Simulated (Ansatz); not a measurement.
Ansatz (a program for electronic structure) input (B3LYP/6-31G*):

Ansatz 0.2 input:
```yaml
crystal:
  periodic: [false, false, false]
  atoms:
    - {symbol: C, position_ang: [-1.93079925, 1.48970055, 0.18449955]}
    - {symbol: Si, position_ang: [-0.80731289, 0.35048219, 1.11072721]}
    - {symbol: C, position_ang: [-1.50335758, -1.40474951, 1.24389565]}
    - {symbol: Si, position_ang: [1.30875080, 0.28556895, 0.05405257]}
    - {symbol: Cl, position_ang: [1.14060607, -0.57973230, -1.85576515]}
    - {symbol: H, position_ang: [-2.50577908, 1.16773777, -0.68188848]}
    - {symbol: H, position_ang: [-2.00111444, 2.55312000, 0.40426951]}
    - {symbol: H, position_ang: [-0.54701465, 0.91589484, 2.46969662]}
    - {symbol: H, position_ang: [-1.64610550, -1.84562835, 0.25132078]}
    - {symbol: H, position_ang: [-0.82585415, -2.05571821, 1.80744512]}
    - {symbol: H, position_ang: [-2.47186060, -1.39711784, 1.75600317]}
    - {symbol: H, position_ang: [1.89315768, 1.63974957, -0.14001455]}
    - {symbol: H, position_ang: [2.29907752, -0.53701115, 0.80388717]}
basis:
  gaussian:
    orbitals: 6-31G*
hamiltonian:
  xc: {name: B3LYP}
magnetization: {spin_polarized: true, initial_magnetization: 1}
phonons: {temperatures: {t_min: 298.15, t_max: 298.15, t_step: 100}}
```

Output:

```
Functional definition: B3LYP
integrals: 0.06 GiB planned
1136 factors; integrals over basis functions are off by at most 6.5e-4 eV
mean field: 0.84 GiB planned
mean field evaluation 1: about -30475.2767 eV, gradient 3.8e1 eV
mean field evaluation 2: about -30470.2303 eV, gradient 4.6e1 eV
mean field evaluation 4: about -30482.5542 eV, gradient 2.2e0 eV
mean field evaluation 8: about -30482.5949 eV, gradient 8.7e-2 eV
mean field evaluation 16: about -30482.5950 eV, gradient 6.4e-5 eV
mean field -30482.59495303 eV, -1120.2147026788 hartree, gradient 6.4e-5 eV, S^2 0.754046; 0 other end points of the search recorded, 0 dependent functions left out
the calculation of the forces begins
reference -30482.59521987 eV, -1120.2147124850 hartree; 33, 32 occupied and 70, 71 virtual orbitals, 1136 factors
these checks for a lower state are left out or cut short: stability, starts, cluster_reference, orbital_swaps, neighbouring_geometries, increment
integrals: 0.06 GiB planned
1136 factors; integrals over basis functions are off by at most 6.5e-4 eV
mean field: 0.84 GiB planned
mean field -30482.59488491 eV, -1120.2147001754 hartree, gradient 2.3e-6 eV, S^2 0.754051; 0 other end points of the search recorded, 0 dependent functions left out
the calculation of the forces begins
reference -30482.59515173 eV, -1120.2147099810 hartree; 33, 32 occupied and 70, 71 virtual orbitals, 1136 factors
these checks for a lower state are left out or cut short: stability, starts, cluster_reference, orbital_swaps, neighbouring_geometries, increment
integrals: 0.06 GiB planned
1136 factors; integrals over basis functions are off by at most 6.5e-4 eV
mean field: 0.84 GiB planned
mean field -30482.59488553 eV, -1120.2147001984 hartree, gradient 2.3e-6 eV, S^2 0.754041; 0 other end points of the search recorded, 0 dependent functions left out
the calculation of the forces begins
reference -30482.59515239 eV, -1120.2147100051 hartree; 33, 32 occupied and 70, 71 virtual orbitals, 1136 factors
these checks for a lower state are left out or cut short: stability, starts, cluster_reference, orbital_swaps, neighbouring_geometries, increment
integrals: 0.06 GiB planned
1136 factors; integrals over basis functions are off by at most 6.5e-4 eV
mean field: 0.85 GiB planned
mean field evaluation 32: about -30482.5948 eV, gradient 4.2e-5 eV
mean field -30482.59480240 eV, -1120.2146971435 hartree, gradient 2.0e-6 eV, S^2 0.754042; 0 other end points of the search recorded, 0 dependent functions left out
the calculation of the forces begins
reference -30482.59506923 eV, -1120.2147069493 hartree; 33, 32 occupied and 70, 71 virtual orbitals, 1136 factors
these checks for a lower state are left out or cut short: stability, starts, cluster_reference, orbital_swaps, neighbouring_geometries, increment
integrals: 0.06 GiB planned
1136 factors; integrals over basis functions are off by at most 6.5e-4 eV
mean field: 0.84 GiB planned
mean field -30482.59480088 eV, -1120.2146970873 hartree, gradient 1.9e-6 eV, S^2 0.754050; 0 other end points of the search recorded, 0 dependent functions left out
the calculation of the forces begins
reference -30482.59506773 eV, -1120.2147068940 hartree; 33, 32 occupied and 70, 71 virtual orbitals, 1136 factors
these checks for a lower state are left out or cut short: stability, starts, cluster_reference, orbital_swaps, neighbouring_geometries, increment
integrals: 0.06 GiB planned
1136 factors; integrals over basis functions are off by at most 6.5e-4 eV
mean field: 0.84 GiB planned
mean field -30482.59484873 eV, -1120.2146988458 hartree, gradient 2.4e-6 eV, S^2 0.754049; 0 other end points of the search recorded, 0 dependent functions left out
the calculation of the forces begins
reference -30482.59511557 eV, -1120.2147086522 hartree; 33, 32 occupied and 70, 71 virtual orbitals, 1136 factors
these checks for a lower state are left out or cut short: stability, starts, cluster_reference, orbital_swaps, neighbouring_geometries, increment
integrals: 0.06 GiB planned
1136 factors; integrals over basis functions are off by at most 6.5e-4 eV
mean field: 0.85 GiB planned
mean field -30482.59485146 eV, -1120.2146989461 hartree, gradient 2.2e-6 eV, S^2 0.754043; 0 other end points of the search recorded, 0 dependent functions left out
the calculation of the forces begins
reference -30482.59511829 eV, -1120.2147087521 hartree; 33, 32 occupied and 70, 71 virtual orbitals, 1136 factors
these checks for a lower state are left out or cut short: stability, starts, cluster_reference, orbital_swaps, neighbouring_geometries, increment
integrals: 0.06 GiB planned
1136 factors; integrals over basis functions are off by at most 6.5e-4 eV
mean field: 0.85 GiB planned
mean field -30482.59488102 eV, -1120.2147000327 hartree, gradient 1.1e-6 eV, S^2 0.754038; 0 other end points of the search recorded, 0 dependent functions left out
[...]
mean field: 0.84 GiB planned
mean field evaluation 416: about -30482.5949 eV, gradient 6.0e-6 eV
mean field -30482.59493909 eV, -1120.2147021666 hartree, gradient 1.6e-6 eV, S^2 0.754045; 0 other end points of the search recorded, 0 dependent functions left out
the calculation of the forces begins
reference -30482.59520593 eV, -1120.2147119726 hartree; 33, 32 occupied and 70, 71 virtual orbitals, 1136 factors
these checks for a lower state are left out or cut short: stability, starts, cluster_reference, orbital_swaps, neighbouring_geometries, increment
integrals: 0.06 GiB planned
1136 factors; integrals over basis functions are off by at most 6.5e-4 eV
mean field: 0.85 GiB planned
mean field -30482.59493990 eV, -1120.2147021965 hartree, gradient 1.5e-6 eV, S^2 0.754047; 0 other end points of the search recorded, 0 dependent functions left out
the calculation of the forces begins
reference -30482.59520675 eV, -1120.2147120029 hartree; 33, 32 occupied and 70, 71 virtual orbitals, 1136 factors
these checks for a lower state are left out or cut short: stability, starts, cluster_reference, orbital_swaps, neighbouring_geometries, increment
integrals: 0.06 GiB planned
1136 factors; integrals over basis functions are off by at most 6.5e-4 eV
mean field: 0.85 GiB planned
mean field -30482.59490706 eV, -1120.2147009894 hartree, gradient 3.0e-6 eV, S^2 0.754046; 0 other end points of the search recorded, 0 dependent functions left out
the calculation of the forces begins
reference -30482.59517392 eV, -1120.2147107963 hartree; 33, 32 occupied and 70, 71 virtual orbitals, 1136 factors
these checks for a lower state are left out or cut short: stability, starts, cluster_reference, orbital_swaps, neighbouring_geometries, increment
integrals: 0.06 GiB planned
1136 factors; integrals over basis functions are off by at most 6.5e-4 eV
mean field: 0.85 GiB planned
mean field -30482.59490351 eV, -1120.2147008592 hartree, gradient 2.8e-6 eV, S^2 0.754046; 0 other end points of the search recorded, 0 dependent functions left out
the calculation of the forces begins
reference -30482.59517033 eV, -1120.2147106647 hartree; 33, 32 occupied and 70, 71 virtual orbitals, 1136 factors
these checks for a lower state are left out or cut short: stability, starts, cluster_reference, orbital_swaps, neighbouring_geometries, increment
integrals: 0.06 GiB planned
1136 factors; integrals over basis functions are off by at most 6.5e-4 eV
mean field: 0.85 GiB planned
mean field -30482.59494829 eV, -1120.2147025046 hartree, gradient 1.0e-6 eV, S^2 0.754046; 0 other end points of the search recorded, 0 dependent functions left out
the calculation of the forces begins
reference -30482.59521513 eV, -1120.2147123107 hartree; 33, 32 occupied and 70, 71 virtual orbitals, 1136 factors
these checks for a lower state are left out or cut short: stability, starts, cluster_reference, orbital_swaps, neighbouring_geometries, increment
integrals: 0.06 GiB planned
1136 factors; integrals over basis functions are off by at most 6.5e-4 eV
mean field: 0.84 GiB planned
mean field evaluation 448: about -30482.5949 eV, gradient 1.0e-6 eV
mean field -30482.59494270 eV, -1120.2147022994 hartree, gradient 1.0e-6 eV, S^2 0.754046; 0 other end points of the search recorded, 0 dependent functions left out
the calculation of the forces begins
reference -30482.59520955 eV, -1120.2147121057 hartree; 33, 32 occupied and 70, 71 virtual orbitals, 1136 factors
these checks for a lower state are left out or cut short: stability, starts, cluster_reference, orbital_swaps, neighbouring_geometries, increment
integrals: 0.06 GiB planned
1136 factors; integrals over basis functions are off by at most 6.5e-4 eV
mean field: 0.85 GiB planned
mean field -30482.59492555 eV, -1120.2147016690 hartree, gradient 1.7e-6 eV, S^2 0.754046; 0 other end points of the search recorded, 0 dependent functions left out
the calculation of the forces begins
reference -30482.59519238 eV, -1120.2147114750 hartree; 33, 32 occupied and 70, 71 virtual orbitals, 1136 factors
these checks for a lower state are left out or cut short: stability, starts, cluster_reference, orbital_swaps, neighbouring_geometries, increment
integrals: 0.06 GiB planned
1136 factors; integrals over basis functions are off by at most 6.5e-4 eV
mean field: 0.85 GiB planned
mean field -30482.59492508 eV, -1120.2147016518 hartree, gradient 1.7e-6 eV, S^2 0.754046; 0 other end points of the search recorded, 0 dependent functions left out
the calculation of the forces begins
reference -30482.59519193 eV, -1120.2147114582 hartree; 33, 32 occupied and 70, 71 virtual orbitals, 1136 factors
these checks for a lower state are left out or cut short: stability, starts, cluster_reference, orbital_swaps, neighbouring_geometries, increment
integrals: 0.06 GiB planned
1136 factors; integrals over basis functions are off by at most 6.5e-4 eV
mean field: 0.84 GiB planned
mean field -30482.59493091 eV, -1120.2147018661 hartree, gradient 1.3e-6 eV, S^2 0.754046; 0 other end points of the search recorded, 0 dependent functions left out
the calculation of the forces begins
reference -30482.59519774 eV, -1120.2147116719 hartree; 33, 32 occupied and 70, 71 virtual orbitals, 1136 factors
these checks for a lower state are left out or cut short: stability, starts, cluster_reference, orbital_swaps, neighbouring_geometries, increment
integrals: 0.06 GiB planned
1136 factors; integrals over basis functions are off by at most 6.5e-4 eV
mean field: 0.85 GiB planned
mean field -30482.59493151 eV, -1120.2147018881 hartree, gradient 1.4e-6 eV, S^2 0.754047; 0 other end points of the search recorded, 0 dependent functions left out
the calculation of the forces begins
reference -30482.59519836 eV, -1120.2147116947 hartree; 33, 32 occupied and 70, 71 virtual orbitals, 1136 factors
these checks for a lower state are left out or cut short: stability, starts, cluster_reference, orbital_swaps, neighbouring_geometries, increment
integrals: 0.06 GiB planned
1136 factors; integrals over basis functions are off by at most 6.5e-4 eV
mean field: 0.85 GiB planned
mean field -30482.59493591 eV, -1120.2147020496 hartree, gradient 1.7e-6 eV, S^2 0.754046; 0 other end points of the search recorded, 0 dependent functions left out
the calculation of the forces begins
reference -30482.59520275 eV, -1120.2147118561 hartree; 33, 32 occupied and 70, 71 virtual orbitals, 1136 factors
these checks for a lower state are left out or cut short: stability, starts, cluster_reference, orbital_swaps, neighbouring_geometries, increment
integrals: 0.06 GiB planned
1136 factors; integrals over basis functions are off by at most 6.5e-4 eV
mean field: 0.85 GiB planned
mean field evaluation 480: about -30482.5865 eV, gradient 5.6e-2 eV
mean field -30482.59493310 eV, -1120.2147019464 hartree, gradient 1.6e-6 eV, S^2 0.754046; 0 other end points of the search recorded, 0 dependent functions left out
the calculation of the forces begins
reference -30482.59519993 eV, -1120.2147117523 hartree; 33, 32 occupied and 70, 71 virtual orbitals, 1136 factors
Total energy: -30482.59521987 eV, -1120.2147124850 hartree
Atom 0 at    -1.930799     1.489701     0.184500 Å, force    -0.000095     0.000519    -0.000645 eV/Å
Atom 1 at    -0.807313     0.350482     1.110727 Å, force    -0.000195    -0.000116     0.000323 eV/Å
Atom 2 at    -1.503358    -1.404750     1.243896 Å, force     0.000572     0.000687    -0.000028 eV/Å
Atom 3 at     1.308751     0.285569     0.054053 Å, force     0.000343     0.000063    -0.001721 eV/Å
Atom 4 at     1.140606    -0.579732    -1.855765 Å, force    -0.000675    -0.000793     0.000458 eV/Å
Atom 5 at    -2.505779     1.167738    -0.681888 Å, force     0.000115    -0.000217     0.000113 eV/Å
Atom 6 at    -2.001114     2.553120     0.404270 Å, force    -0.000155     0.000082    -0.000011 eV/Å
Atom 7 at    -0.547015     0.915895     2.469697 Å, force     0.000155     0.000157     0.000472 eV/Å
Atom 8 at    -1.646105    -1.845628     0.251321 Å, force    -0.000302    -0.000533     0.000032 eV/Å
Atom 9 at    -0.825854    -2.055718     1.807445 Å, force     0.000489    -0.000892    -0.000715 eV/Å
Atom 10 at    -2.471861    -1.397118     1.756003 Å, force    -0.000172     0.000510     0.000051 eV/Å
Atom 11 at     1.893158     1.639750    -0.140015 Å, force    -0.000159     0.000648     0.001113 eV/Å
Atom 12 at     2.299078    -0.537011     0.803887 Å, force     0.000078    -0.000115     0.000560 eV/Å
Dipole moment:    -0.267971     0.102308     0.355279 e Å
Vibrations: 39.09 77.81 130.89 140.29 153.38 203.78 247.11 387.27 471.31 517.93 583.43 622.14 649.51 686.40 700.29 759.65 825.02 850.17 857.08 909.26 953.64 1326.94 1426.94 1492.88 1495.08 2201.94 2228.74 2246.39 3051.44 3128.85 3131.18 3147.68 3237.30 cm⁻¹, zero-point energy 2.410302 eV
```

The blocks after the first are displaced geometries, from whose forces the wavenumbers follow.
